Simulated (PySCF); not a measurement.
SMILES S[Si](S)(S)O, B3LYP/def2-SVP optimised geometry.

```
9

O     -0.91    -1.22     1.33
Si    -0.19    -0.54     0.00
S     -0.81    -1.73    -1.67
S     -0.79     1.53     0.00
S      1.96    -0.54     0.00
H     -0.73    -0.81     2.19
H     -2.08    -1.88    -1.21
H     -0.01     1.88    -1.05
H      2.08    -1.86    -0.26
```

Density from B3LYP/def2-TZVP in PySCF at that geometry.

Minimum of the electron density along straight lines between bonded atoms, close to the bond critical point (lines longer than 1.1 times the sum of covalent radii, or with two minima, are not listed):

```tsv
bond	length / Å	ρ at the minimum / e bohr⁻³	∇²ρ there / e bohr⁻⁵	position (fraction from the first atom)
O1–Si2	1.661	0.136	[?]	0.59
Si2–S3	2.145	0.103	0.05	0.36
Si2–S4	2.157	0.101	0.05	0.36
Si2–S5	2.152	0.101	0.05	0.36
O1–H6	0.966	[?]	[?]	0.80
S3–H7	1.355	0.209	-0.58	0.65
S4–H8	1.353	0.210	-0.59	0.64
S5–H9	1.355	0.209	-0.58	0.64
```

Complete the blanks.


- O1–Si2, ∇²ρ there / e bohr⁻⁵: 0.76
- O1–H6, ρ at the minimum / e bohr⁻³: 0.350
- O1–H6, ∇²ρ there / e bohr⁻⁵: -2.35
